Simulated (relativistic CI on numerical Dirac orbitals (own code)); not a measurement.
Level scheme of W XII

Computed by Dirac-Coulomb-Breit CI, KLI orbitals optimised for each configuration, model QED, unscaled Slater integrals (own radial code, finite nucleus).

CI space (outside the closed core [Kr] 4d10): 4f13.5s2.5p2, 4f12.5s2.5p3, 4f14.5s2.5p, 4f13.5s.5p3, 4f14.5s.5p2, 4f13.5s2.5p.5d, 4f12.5s.5p4, 4f14.5s2.5d, 4f14.5p3, 4f13.5s2.5p.5f, 4f14.5s2.6s, 4f13.5s2.5p.5g, 4f11.5s2.5p4, 4f10.5s2.5p5, 4f11.5s.5p5, 4f13.5p4, 4f12.5p5, 4f13.5s2.5d2, 4f14.5s.5d2, 4f14.5s.5p.5d, 4f14.5s.5d.5f. Double excitations out of closed p, d and f shells are left out; levels of such configurations are missing from the list, as are those of other unlisted configurations, and high levels can miss mixing partners.

| No. | Configuration | Term | J | E (cm⁻¹) | % | jj configuration (%) |
| --- | --- | --- | --- | --- | --- | --- |
| 1 | 4f13.5p2(1S) | 2F° | 7/2 | 0.0 | 32 | 4f7/2^7 5p1/2^2 (97) |
| 2 | 4f14.5s2.5p | 2P° | 1/2 | 6800.8 | 96 | 5p1/2 (96) |
| 3 | 4f13.5p2(1S) | 2F° | 5/2 | 20508.2 | 33 | 4f5/2^5 4f7/2^8 5p1/2^2 (96) |
| 4 | 4f13.5p2(3P) | 4F° | 9/2 | 86370.9 | 63 | 4f7/2^7 5p1/2 5p3/2 (96) |
| 5 | 4f13.5p2(1D) | 2P° | 3/2 | 92946.4 | 41 | 4f7/2^7 5p1/2 5p3/2 (54) |
| 6 | 4f13.5p2(3P) | 2F° | 5/2 | 93426.4 | 41 | 4f7/2^7 5p1/2 5p3/2 (88) |
| 7 | 4f13.5p2(3P) | 4F° | 3/2 | 99003.6 | 76 | 4f5/2^5 4f7/2^8 5p1/2 5p3/2 (91) |
| 8 | 4f13.5p2(3P) | 2G° | 7/2 | 99360.0 | 41 | 4f7/2^7 5p1/2 5p3/2 (94) |
| 9 | 4f13.5p2(1D) | 2H° | 11/2 | 101897.1 | 55 | 4f7/2^7 5p1/2 5p3/2 (88) |
| 10 | 4f13.5p2(1D) | 2D° | 5/2 | 104425.4 | 67 | 4f7/2^7 5p1/2 5p3/2 (86) |
| 11 | 4f13.5p2(1D) | 2G° | 9/2 | 107041.2 | 39 | 4f7/2^7 5p1/2 5p3/2 (65) |
| 12 | 4f13.5p2(1D) | 2F° | 7/2 | 107713.7 | 51 | 4f7/2^7 5p1/2 5p3/2 (79) |
| 13 | 4f12(3H).5p3(2P°) | 4I° | 15/2 | 111053.9 | 47 | 4f7/2^6 5p3/2 (89) |
| 14 | 4f13.5p2(3P) | 4G° | 7/2 | 113717.2 | 40 | 4f5/2^5 4f7/2^8 5p1/2 5p3/2 (96) |
| 15 | 4f13.5p2(3P) | 4G° | 5/2 | 115905.0 | 49 | 4f5/2^5 4f7/2^8 5p1/2 5p3/2 (80) |
| 16 | 4f14.5s2.5p | 2P° | 3/2 | 119476.6 | 58 | 5p3/2 (58) |
| 17 | 4f13.5p2(1D) | 2P° | 1/2 | 119529.1 | 62 | 4f5/2^5 4f7/2^8 5p1/2 5p3/2 (92) |
| 18 | 4f12(3F).5p3(2P°) | 4G° | 11/2 | 119907.5 | 27 | 4f7/2^6 5p3/2 (81) |
| 19 | 4f13.5p2(1D) | 2H° | 9/2 | 119937.1 | 58 | 4f5/2^5 4f7/2^8 5p1/2 5p3/2 (91) |
| 20 | 4f12(3H).5p3(2P°) | 4H° | 13/2 | 122827.1 | 49 | 4f7/2^6 5p3/2 (85) |
| 21 | 4f12.5s2.5p3 | 2G° | 9/2 | 123965.4 | 24 | 4f7/2^6 5p3/2 (82) |
| 22 | 4f13.5p2(1D) | 2G° | 7/2 | 124244.1 | 39 | 4f5/2^5 4f7/2^8 5p1/2 5p3/2 (54) |
| 23 | 4f12(3F).5p3(2P°) | 4F° | 9/2 | 127860.2 | 21 | 4f7/2^6 5p3/2 (49) |
| 24 | 4f13.5p2(3P) | 4D° | 5/2 | 128256.9 | 21 | 4f5/2^5 4f7/2^8 5p1/2 5p3/2 (51) |
| 25 | 4f13.5p2(1D) | 2D° | 3/2 | 129814.8 | 59 | 4f5/2^5 4f7/2^8 5p1/2 5p3/2 (82) |
| 26 | 4f12(3F).5p3(2P°) | 4G° | 11/2 | 130031.9 | 28 | 4f7/2^6 5p3/2 (83) |
| 27 | 4f12(1G).5p3(4S°) | 4G° | 7/2 | 131797.1 | 18 | 4f7/2^6 5p3/2 (51) |
| 28 | 4f12(3H).5p3(2P°) | 4I° | 13/2 | 133660.1 | 34 | 4f5/2^5 4f7/2^7 5p3/2 (94) |
| 29 | 4f12(1G).5p3(2P°) | 2F° | 5/2 | 134119.4 | 24 | 4f7/2^6 5p3/2 (56) |
| 30 | 4f12(3F).5p3(2P°) | 4F° | 7/2 | 136123.5 | 19 | 4f5/2^5 4f7/2^7 5p3/2 (60) |
| 31 | 4f12(3H).5p3(2P°) | 4H° | 9/2 | 139747.1 | 25 | 4f5/2^5 4f7/2^7 5p3/2 (68) |
| 32 | 4f12(3F).5p3(4S°) | 6F° | 5/2 | 140296.0 | 24 | 4f5/2^5 4f7/2^7 5p3/2 (48) |
| 33 | 4f12(3H).5p3(2P°) | 4H° | 11/2 | 142317.9 | 29 | 4f5/2^5 4f7/2^7 5p3/2 (84) |
| 34 | 4f12(3F).5p3(2P°) | 4D° | 3/2 | 145268.9 | 32 | 4f7/2^6 5p3/2 (42) |
| 35 | 4f12(3H).5p3(4S°) | 2H° | 11/2 | 145523.7 | 23 | 4f5/2^5 4f7/2^7 5p3/2 (92) |
| 36 | 4f12(3F).5p3(2P°) | 4G° | 7/2 | 145657.2 | 24 | 4f5/2^5 4f7/2^7 5p3/2 (65) |
| 37 | 4f12(3H).5p3(2P°) | 4G° | 5/2 | 147616.5 | 21 | 4f5/2^4 4f7/2^8 5p3/2 (32) |
| 38 | 4f12.5s2.5p3 | 2H° | 9/2 | 147749.6 | 22 | 4f5/2^5 4f7/2^7 5p3/2 (91) |
| 39 | 4f12(3F).5p3(2P°) | 4D° | 1/2 | 149399.7 | 43 | 4f7/2^6 5p3/2 (44) |
| 40 | 4f12(3F).5p3(2P°) | 2F° | 5/2 | 149927.2 | 22 | 4f5/2^5 4f7/2^7 5p3/2 (60) |
| 41 | 4f12(3F).5p3(4S°) | 2F° | 7/2 | 150785.2 | 29 | 4f5/2^5 4f7/2^7 5p3/2 (73) |
| 42 | 4f12(3F).5p3(2P°) | 4G° | 9/2 | 152438.5 | 21 | 4f5/2^5 4f7/2^7 5p3/2 (88) |
| 43 | 4f12(3F).5p3(2P°) | 2G° | 7/2 | 154537.1 | 25 | 4f5/2^5 4f7/2^7 5p3/2 (46) |
| 44 | 4f12(3F).5p3(4S°) | 4F° | 3/2 | 157550.8 | 53 | 4f5/2^5 4f7/2^7 5p3/2 (79) |
| 45 | 4f12(3F).5p3(2P°) | 2D° | 5/2 | 161165.8 | 22 | 4f5/2^4 4f7/2^8 5p3/2 (42) |

Energies count from the lowest computed level; ° marks odd parity. Percentages are summed over parent terms; the parents shown are those of the largest component, closed shells are left out there. Filled j subshells are mostly left out of the jj labels.

The mean weight of the leading LS term, summed over parents, in these 45 levels is 38 %, and that of the leading jj configuration (from the same eigenvectors) 74 %, so jj coupling describes them better and the LS labels are nominal.

At this charge transitions that keep the count of f electrons are usually good to a few per cent. Levels and lines within the n = 5 or 6 shells can be off by up to 10 % or somewhat more, and those that change n by about 2 %, since core polarisation is missing. Levels that differ in their count of f electrons can be misplaced by several ten thousand cm⁻¹, since the correlation energy of f electrons is missing or only estimated; rates across such gaps can be off by orders of magnitude.

LS names give the leading component of a level, which can be under half, so a name can repeat, a term be missing and a line seem to break the LS rules.
